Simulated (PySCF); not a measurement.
All of these have the formula C4H6F4O. Method used: PySCF, TDDFT B3LYP/def2-SVPD, vertical, gas phase, core orbitals frozen in the response. Geometries: GFN2-xTB; one conformer of each isolated species. Triplets are in the Tamm–Dancoff approximation.

Task: Rank by computed lowest singlet excitation energy, lowest first.
A. `O(C(F)F)[C@@H]([C@H](F)C)F`
B. `COC[C@H](F)C(F)(F)F`
C. `FCCCOC(F)(F)F`
D. `FC[C@@H](COC(F)F)F`
E. `CO[C@@H](CF)C(F)(F)F`

Result: B (7.12 eV), E (7.39 eV), D (8.22 eV), C (8.62 eV), A (8.88 eV).

```csv
SMILES,S1 (eV),LUMO (eV),gap (eV),f (S1),α (au),S1 mainly
COC[C@H](F)C(F)(F)F,7.12,0.25,8.15,0.026,59.2,H→L (97%)
CO[C@@H](CF)C(F)(F)F,7.39,0.34,8.35,0.010,58.1,H→L (96%)
FC[C@H](F)COC(F)F,8.22,0.23,9.13,0.012,58.4,H→L (92%)
FCCCOC(F)(F)F,8.62,0.24,9.55,0.001,57.9,H→L (97%)
C[C@@H](F)[C@@H](F)OC(F)F,8.88,0.26,9.82,0.057,59.0,H→L (92%)
```

H and L stand for HOMO and LUMO.

- `COC[C@H](F)C(F)(F)F`: Löwdin shares by element: HOMO oxygen 62%, carbon 19% or more, hydrogen 5% or more; LUMO carbon 39% or more, hydrogen 18% or more (atoms not listed hold the other 43%).
- `CO[C@@H](CF)C(F)(F)F`: Löwdin shares by element: HOMO oxygen 57%, carbon 24% or more (atoms not listed hold the other 19%); LUMO carbon 33% or more, fluorine 7% or more, hydrogen 7% or more (atoms not listed hold the other 53%).
- `FC[C@H](F)COC(F)F`: Löwdin shares by element: HOMO oxygen 42%, carbon 24% or more, fluorine 8% or more (atoms not listed hold the other 25%); LUMO carbon 23% or more, hydrogen 20% or more, fluorine 14% or more (atoms not listed hold the other 43%).
- `FCCCOC(F)(F)F`: Löwdin shares by element: HOMO oxygen 33%, carbon 21% or more, fluorine 12% or more (atoms not listed hold the other 34%); LUMO carbon 41% or more, hydrogen 8% or more (atoms not listed hold the other 51%).
- `C[C@@H](F)[C@@H](F)OC(F)F`: Löwdin shares by element: HOMO carbon 31% or more, oxygen 16%, fluorine 16% or more (atoms not listed hold the other 38%); LUMO hydrogen 35% or more, carbon 26% or more (atoms not listed hold the other 39%).

Without π bonds the low states are Rydberg-like; a valence basis with one diffuse set may place them up to an eV too high.
